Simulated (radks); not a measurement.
These are the eigenvalues of the occupied orbitals of an atom or ion with whole-number occupations (eV). Calculated with a radial shooting solver on a logarithmic mesh with Libxc functionals: scalar-relativistic Kohn-Sham, r2SCAN, spin-polarised, spherical densities, finite nucleus; meta-GGA in the generalised Kohn-Sham scheme; Fermi nuclear charge, rms radius of each element as measured or else 0.836 A^(1/3) + 0.57 fm.

| orbital | eigenvalue |
|---|---|
| 1s up | -3997.945 |
| 1s down | -3996.812 |
| 2s up | -449.7067 |
| 2s down | -449.1529 |
| 2p up | -368.1966 |
| 2p down | -367.0278 |
| 3s up | -73.3244 |
| 3s down | -68.6917 |
| 3p up | -52.3172 |
| 3p down | -47.8723 |
| 4s up | -14.6205 |
| 4p up | -10.1169 |

Which element is it, and in what charge state? The configuration may be excited. Open shells, if any, are filled with parallel spins first.

Answer. Z = 20, calcium, charge +1: Ca+ in [Ne] 3s2 3p4 4s1 4p2. The list shows which subshells hold electrons but not how many an open one holds; the 1s level, -146.92 hartree, gives Z - s = 17.1 by -(Z - s)^2/2, which with screening and relativity narrows Z to a few neighbours, and the depths of the outer levels then fix element, charge and occupations together.
